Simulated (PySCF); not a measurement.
A drawing and its optimised geometry.

C6H8B. Drawn bonds (atoms numbered from 1): B1–C2, C2=C3, C2–C4, C4=C5, C4–C6, C6=C7, B1–H8, C3–H9, C3–H10, C5–H11, C5–H12, C6–H13, C7–H14, C7–H15. Doublet state.

Geometry after optimisation with GFN2-xTB (Å):

```
atom  x, y, z in Å
B1    -1.408    0.946    0.723
C2    -1.065   -0.176   -0.270
C3    -1.428   -0.899   -1.338
C4     0.134   -0.067    0.522
C5    -0.459    0.317    1.832
C6     1.488    0.054    0.127
C7     1.937   -0.098   -1.131
H8    -1.741    2.049    0.557
H9    -2.404   -0.785   -1.780
H10   -0.798   -1.673   -1.750
H11   -0.859   -0.531    2.383
H12    0.159    0.919    2.497
H13    2.197    0.261    0.922
H14    1.259   -0.276   -1.948
H15    2.984   -0.033   -1.368
```

Here a drawn bond counts as lost beyond 1.3 times the sum of covalent radii plus 0.1 Å; another pair counts as a new contact within 1.08 times that sum, or 1.2 times among H, C, N, O, F, S and Cl. Covalent radii used (Å): B 0.84, C 0.73, H 0.31.

(1) Which drawn bonds no longer describe this geometry, and which new contacts appear?

(2) How long is each drawn bond in this geometry?

Results:

(1) No drawn bond is lost. New contacts: B1–C5 (1.59 Å; radii sum 1.57 Å). The tight-binding optimisation can itself be at fault, so a check at a higher level is due before the drawing is dismissed.

(2) 
```
drawn bond  length (Å)  over radii sum
     B1–C2       1.537            0.98
     C2–C3       1.340            0.92
     C2–C4       1.440            0.99
     C4–C5       1.489            1.02
     C4–C6       1.415            0.97
     C6–C7       1.345            0.92
     B1–H8       1.164            1.01
     C3–H9       1.077            1.04
    C3–H10       1.079            1.04
    C5–H11       1.088            1.05
    C5–H12       1.089            1.05
    C6–H13       1.085            1.04
    C7–H14       1.076            1.03
    C7–H15       1.076            1.03
```

All values are computed, not measured.
